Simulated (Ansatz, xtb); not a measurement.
# Relaxing a trial structure of Cl2HSi2

The starting geometry of this gas-phase doublet has its atoms placed at random.

```xyz
5

Cl    0.8443   -1.0764    1.1207
Cl   -1.4226   -1.2821    0.1000
Si    1.5382    0.4649   -1.2740
Si   -1.5233    0.8496   -0.3969
H    -0.3885    0.2929    0.9995
```

Task: One run relaxed it with r2SCAN-D4/def2-SVP. What is a likely outcome?

Result: It ends as a structure with Cl2 bridging Si3 and Si4, given below by its coordinates. Distances that change by over a tenth: Cl2–Si3 (3.70 → 2.54 Å). Contacts that close: Cl1–Si3 (2.93 → 2.12 Å), Si3–Si4 (3.21 → 2.44 Å), Si4–H5 (1.88 → 1.51 Å).

The energy falls by 5.61 eV over 16 steps:

```json
{"step": "1", "E − E(last) (eV)": "5.610"}
{"step": "3", "E − E(last) (eV)": "2.946"}
{"step": "4", "E − E(last) (eV)": "2.333"}
{"step": "6", "E − E(last) (eV)": "0.792"}
{"step": "8", "E − E(last) (eV)": "0.242"}
{"step": "9", "E − E(last) (eV)": "0.152"}
{"step": "11", "E − E(last) (eV)": "0.063"}
{"step": "13", "E − E(last) (eV)": "0.011"}
{"step": "14", "E − E(last) (eV)": "0.001"}
{"step": "16", "E − E(last) (eV)": "0.000"}
```

Final geometry (Å):

```json
{"atom": "Cl", "x (Å)": "1.7957", "y (Å)": "-0.8446", "z (Å)": "0.7761"}
{"atom": "Cl", "x (Å)": "-1.4313", "y (Å)": "-1.2788", "z (Å)": "-0.4950"}
{"atom": "Si", "x (Å)": "0.8630", "y (Å)": "-0.3456", "z (Å)": "-1.0597"}
{"atom": "Si", "x (Å)": "-1.0116", "y (Å)": "0.8756", "z (Å)": "-0.0886"}
{"atom": "H", "x (Å)": "-1.1677", "y (Å)": "0.8423", "z (Å)": "1.4164"}
```

From the same start GFN2-xTB ends elsewhere, differing in Cl2–Si3 (3.40 against 2.54 Å here).

From so rough a start the end depends on the optimiser's path, so another program may land elsewhere. The end wasn't checked by frequencies. Open shells are spin-unrestricted. Run with Ansatz 0.2.0, 2.3 min on 1 thread of Intel(R) Xeon(R) 6975P-C (Granite Rapids) (shared host).
